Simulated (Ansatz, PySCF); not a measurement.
Molecule: sum formula SnOBr (charge 0, doublet). It need not be the lowest isomer of its formula. SMILES: [Br][Sn]=[O]
Structure (B3LYP-D3(BJ)/def2-TZVP (Ansatz, a first-principles code) minimum search):
```
Sn
O 1 1.9851
Br 1 2.5463 2 94.82
```
Charge 0, spin multiplicity 2.

Property: atomisation energy (electronic, to ground-state atoms), in kcal/mol. Valence correlation only, unless marked. Open shells are spin-unrestricted. No spin-orbit coupling. The frozen core is the preceding noble-gas configuration, with the filled d and f shells of earlier blocks. In def2 rows, elements after Kr have scalar-relativistic effective core potentials. STO-3G rows are all-electron and non-relativistic. The coupled-cluster limit lacks core correlation, which all-electron functionals hold. CBS marks a two-point X^-3 extrapolation of the correlation energy; Hartree-Fock from the larger set. The bracket is a focal-point correction in the basis named.

| level | program | atomisation energy (kcal/mol) | minus last row |
|---|---|---|---|
| HF/STO-3G | Ansatz | 118.8 | -44.2 |
| HF/def2-SVP | Ansatz | 85.7 | -77.3 |
| HF/def2-TZVPP | Ansatz | 92.8 | -70.2 |
| PBE-D4/def2-TZVPD | Ansatz + dftd4 | 179.5 | 16.5 |
| B3LYP-D3(BJ)/def2-TZVPD | Ansatz + dftd3 | 166.9 | 3.9 |
| B3LYP-D4/def2-TZVPD | Ansatz + dftd4 | 166.7 | 3.7 |
| B3LYP/def2-TZVPD | Ansatz | 163.4 | 0.4 |
| PBE0/def2-TZVPD | Ansatz | 163.0 | 0.0 |
| PBE0/def2-QZVPP | Ansatz | 163.7 | 0.7 |
| PW6B95/def2-TZVPD | PySCF | 165.8 | 2.8 |
| MN15/def2-TZVPD | PySCF | 161.4 | -1.6 |
| B2GP-PLYP-D4/def2-TZVPD | Ansatz + dftd4 | 159.9 | -3.1 |
| B2GP-PLYP/def2-TZVPD | Ansatz | 159.1 | -3.9 |
| PBE-QIDH/def2-TZVPD | Ansatz | 157.7 | -5.3 |
| RPA@PBE/def2-QZVPP | Ansatz | 144.5 | -18.5 |
| MP2/def2-SVP | Ansatz | 140.6 | -22.4 |
| MP2/def2-SVPD | Ansatz | 148.8 | -14.2 |
| MP2/def2-TZVPPD | Ansatz | 159.4 | -3.6 |
| RI-MP2/def2-QZVPPD | Ansatz | 164.2 | 1.2 |
| RI-MP2/CBS(def2-TZVPPD,def2-QZVPPD) | Ansatz | 167.4 | 4.4 |
| RI-MP2/CBS(def2-TZVPPD,def2-QZVPPD)+[CCSD(T)-MP2]/def2-TZVPPD | Ansatz | 163.0 | 0.0 |
